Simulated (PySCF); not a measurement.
Species: C4H10FNSi.
SMILES with atom numbers: `[CH2:1]=[N:2][SiH2:3][C@@H:4]([CH3:5])[CH2:6][F:7]` (hydrogens: H8, H9 on C1; H10, H11 on Si3; H12 on C4; H13, H14, H15 on C5; H16, H17 on C6)

Structure used (GFN2-xTB), in Å, numbered top down from 1:
```xyz
17
C4H10FNSi angstrom
C      2.9371   -0.6118   -0.5967
N      1.9927    0.1978   -0.5157
Si     0.8961    0.6693    0.7255
C     -0.8074    0.2789   -0.0548
C     -1.1058   -1.2177   -0.0727
C     -1.8969    1.0278    0.6897
F     -1.8421    0.7615    2.0409
H      3.4746   -0.7120   -1.5371
H      3.2862   -1.2495    0.2205
H      0.9982    0.0360    2.0429
H      1.1029    2.1157    0.7945
H     -0.8216    0.6508   -1.0827
H     -2.0606   -1.4184   -0.5595
H     -1.1533   -1.6047    0.9430
H     -0.3272   -1.7534   -0.6112
H     -1.7793    2.1110    0.5875
H     -2.9008    0.7307    0.3627
```

Theory: PySCF, TDDFT CAM-B3LYP/def2-SVPD, vertical, gas phase, core orbitals frozen in the response.

Ground-to-excited transition dipoles (e·a0, same axes as the geometry; the sign carries no meaning), for the states with f of 0.002 or more among the lowest 8:

```tsv
state	E (eV)	μx	μy	μz
S2	6.509	-0.246	0.122	0.032
S3	7.116	0.964	-0.383	-0.212
S4	7.222	-0.292	0.017	0.065
S5	7.495	0.400	-0.148	-0.403
S6	7.854	-0.240	0.083	0.068
S7	7.895	0.549	-0.425	-0.134
S8	8.015	0.106	0.331	0.034
```

Problem. What oscillator strength does each state have?

Solution. f = (2/3) ΔE |μ|² with ΔE in hartree (27.2114 eV).

| state | \|μ\|² (au) | \|μ\| (D) | f |
| --- | --- | --- | --- |
| S2 | 0.077 | 0.70 | 0.012 |
| S3 | 1.120 | 2.69 | 0.195 |
| S4 | 0.090 | 0.76 | 0.016 |
| S5 | 0.344 | 1.49 | 0.063 |
| S6 | 0.069 | 0.67 | 0.013 |
| S7 | 0.500 | 1.80 | 0.097 |
| S8 | 0.122 | 0.89 | 0.024 |

Problem. What angle do the transition dipoles of S4 and S7 make?

Solution. |cos θ| = |μa·μb| / (|μa| |μb|) = 0.83, so θ ≈ 34° (taken between 0 and 90°, since the signs are arbitrary).

Problem. What peak molar absorption coefficient would the strongest computed level give as a lone Gaussian band 0.3 eV wide at half height?

Solution. ε(max) = 2.175×10⁸ f / FWHM, with the width in cm⁻¹. S3: 2.175×10⁸ × 0.1952 / 2420 ≈ 18000 L mol⁻¹ cm⁻¹.

One conformer stands for the species.
